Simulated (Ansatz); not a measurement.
Consider the redistribution: `O[SiH](F)[Si](O)(O)O` + `[F][Sc]([F])[Cl]` → `O[SiH](Cl)[Si](O)(O)O` + `[F][Sc]([F])[F]`.

Program: Ansatz. Geometries: PBE0-D4/def2-TZVP. ΔE: electronic, gas phase. CCSD(T)/CBS adds triple-zeta CCSD(T) − MP2 to the extrapolated MP2 energy (def2 sets, frozen cores). Functionals use def2-TZVPP. For Sc outer-core shells are correlated without core-valence functions, which leaves a few kJ/mol of doubt a bond. Scalar relativity is left out up to krypton. Each species was taken in one conformer, which may not be the lowest.

`O[SiH](F)[Si](O)(O)O`:

```xyz
12

O     0.254   -0.857    2.081
Si   -0.391   -1.262    0.623
F     0.409   -2.512    0.011
Si   -0.002    0.651   -0.671
O     1.361    1.367   -0.100
O     0.253    0.410   -2.269
O    -1.362    1.542   -0.521
H     0.090   -1.423    2.837
H    -1.788   -1.741    0.788
H     1.497    1.322    0.850
H     1.150    0.201   -2.535
H    -1.472    2.303   -1.095
```

`[F][Sc]([F])[Cl]`:

Cartesian coordinates in Å:
```
F 0.313 1.634 -0.874
Sc 0.014 0.009 -0.101
F -0.030 -1.454 -1.191
Cl -0.296 -0.189 2.166
```

`O[SiH](Cl)[Si](O)(O)O`:

Cartesian coordinates in Å:
```
O 1.510 1.297 -1.117
Si 1.010 -0.266 -0.982
Cl 0.072 -0.861 -2.732
Si -0.583 -0.194 0.729
O -1.319 1.270 0.641
O -1.767 -1.314 0.625
O 0.231 -0.473 2.115
H 2.188 1.510 -1.762
H 2.167 -1.185 -0.840
H -0.760 2.017 0.412
H -2.475 -1.143 0.002
H -0.275 -0.659 2.909
```

`[F][Sc]([F])[F]`:

Cartesian coordinates in Å:
```
F -0.866 1.569 0.406
Sc 0.000 0.000 0.000
F 0.826 -0.964 1.328
F 0.040 -0.605 -1.735
```

```csv
level,ΔE (kJ/mol),difference from CCSD(T)/CBS
PBE-D4,16.6,-17.0
PBE0-D4,23.7,-9.9
ωB97X-V,25.9,-7.7
ωB97M-V,27.5,-6.1
r2SCAN,28.3,-5.3
HF/def2-TZVPP,51.4,17.8
MP2/def2-TZVPP,30.0,-3.6
CCSD/def2-TZVPP,36.0,2.4
HF/CBS(def2),52.6,19.0
MP2/CBS(def2),30.0,-3.6
CCSD(T)/CBS,33.6,0
```

Largest T1 diagnostic among the species: 0.017.

The D4 term adds −4.8 kJ/mol with B3LYP and −2.7 kJ/mol with PBE0; it sums over pairs of atoms, weighted by their polarisabilities, and B3LYP, whose exchange is more repulsive, gets the larger term. From PBE to PBE0 (25 % exact exchange), in def2-TZVPP and without D4, ΔE moves by +6.8 kJ/mol. In def2-TZVPP, CCSD(T) changes the Hartree–Fock value by −17.7 kJ/mol (the triples alone add −2.4 kJ/mol) and MP2 by −21.4 kJ/mol.

B3LYP here is the variant with VWN-RPA as its local correlation; programs differ in this.
